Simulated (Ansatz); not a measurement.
Ideal-gas functions of AuClH2O, SMILES `[OH2+][Au-][Cl]` at 500 K and 1 bar, from an Ansatz frequency run at PBE0-D4/def2-TZVP.

Molar mass 250.44 g/mol, point group Cs (symmetry number 1), electronic degeneracy 1, moments of inertia 1.574, 254.63, 255.476 u Å². Harmonic wavenumbers (cm⁻¹, unscaled): 120, 121, 352, 396, 508, 648, 1622, 3812, 3907.

Use S(trans) = R[1.5 ln M + 2.5 ln T − 1.1517]; rotational temperatures θ = 24.2544 K / I; S(rot) = R[ln(√π/σ · √(T³/θAθBθC)) + 1.5]; for each mode x = 1.438777 ν̃/T, S = R[x/(eˣ − 1) − ln(1 − e⁻ˣ)] and H = RT x/(eˣ − 1); 1 cm⁻¹ = 0.0119627 kJ/mol; R = 8.31446 J/(mol·K).

Task: By hand: the entropy, in J/(mol·K).

Result: Translation 188.5. Rotation: θ = 15.4094, 0.0953, 0.0949 K, giving 102.9. Vibration, mode by mode: 17.20, 17.13, 8.55, 7.66, 5.86, 4.24, 0.45, 0.00, 0.00, in all 61.1. Electronic 0.0. Sum 352.5 J/(mol·K).

Task: By hand: H − E and G − E in kJ/mol, counted from the electronic energy.

Result: Zero-point energy ½ × 11486 × 0.0119627 = 68.7; thermal vibration 15.0; translation, rotation and pV give 4 RT = 16.6. H − E = 100.3 kJ/mol, and G − E = 100.3 − 500 × 352.5/1000 = -75.9 kJ/mol.

Vibration gives 17 % of the entropy, 34.3 J/(mol·K) of it from the modes under 150 cm⁻¹: soft modes count most, and the harmonic formula is weakest for them. The sum counts one conformer and one mirror image; others add a mixing term.
